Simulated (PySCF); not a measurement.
A structure optimised at r2SCAN-D4/def2-TZVP, used in a PySCF frequency run:

```
W
O 1 1.6783
O 1 1.6783 2 103.48
F 1 1.8113 2 105.16 3 110.10
```
Charge +1, spin multiplicity 1.

Write its SMILES, formula and point group.

[O]=[W+](=[O])[F], FO2W, Cs

What are its rotational constants (standard atomic weights)?

6.7555, 5.5379, 3.9609 GHz
